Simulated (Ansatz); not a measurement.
Species: fluoro(dimethyl)borane, C2H6BF, net charge 0, singlet state. 
Coordinates optimised at B3LYP-D3(BJ)/def2-TZVP (Ansatz, a quantum-chemistry and plane-wave program):
```
B
F 1 1.3424
C 1 1.5646 2 117.56
H 3 1.0911 1 113.07 2 -23.94
H 3 1.0918 4 109.52 1 126.55
H 3 1.0978 4 107.02 5 114.57
C 1 1.5647 2 117.47 3 -179.98
H 7 1.0912 1 112.94 2 -26.07
H 7 1.0916 8 109.52 1 126.69
H 7 1.0978 8 106.87 9 114.66
```
Charge 0, spin multiplicity 1.

Basis-set convergence of Hartree-Fock and MP2 correlation energies (hartree) with Ansatz. Correlated levels leave the core frozen unless marked. No spin-orbit coupling. No relativistic terms.

```csv
basis,functions,E(HF),"E(corr, MP2)"
cc-pVDZ,-,-203.44229,-0.55858
cc-pVTZ,204,?,?
```

Q: Complete the blanks.

A: 
- cc-pVTZ, E(HF): -203.50967
- cc-pVTZ, E(corr, MP2): -0.70644
